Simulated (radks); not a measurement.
Initial-state core-level shifts of neutral calcium when its valence configuration changes from [Ar] 4s2. All-electron calculation, non-relativistic Kohn-Sham, r2SCAN, spin-polarised, spherical densities, point nucleus; open shells are filled with parallel spins first; meta-GGA in the generalised Kohn-Sham scheme. Program: a radial shooting solver on a logarithmic mesh with Libxc functionals. Shifts are changes of the shell-averaged eigenvalues in eV (positive: less bound); the change of the density at the nucleus, which sets a Mossbauer isomer shift, is in e/bohr^3, on a base of 5322.

valence              1s      2s      2p      3s  density at nucleus
4s1 4p1          -0.991  -0.990  -0.990  -0.979             -1.5768
3d2              +2.844  +3.641  +3.577  +3.236             -4.0883
3d1 4s1          +2.447  +2.941  +2.902  +2.628             -2.3075
4s1.5 4p0.5      -0.623  -0.621  -0.621  -0.610             -0.8132
3d1.5 4s0.5      +2.745  +3.402  +3.349  +3.037             -3.2382
3d0.5 4s1.5      +1.506  +1.810  +1.786  +1.589             -1.3988
3d0.5 4s1 4p0.5  +1.081  +1.383  +1.360  +1.164             -2.0540
3d0.5 4s0.5 4p1  +0.463  +0.787  +0.762  +0.563             -2.9097
4p2              -2.351  -2.340  -2.341  -2.290             -3.3429
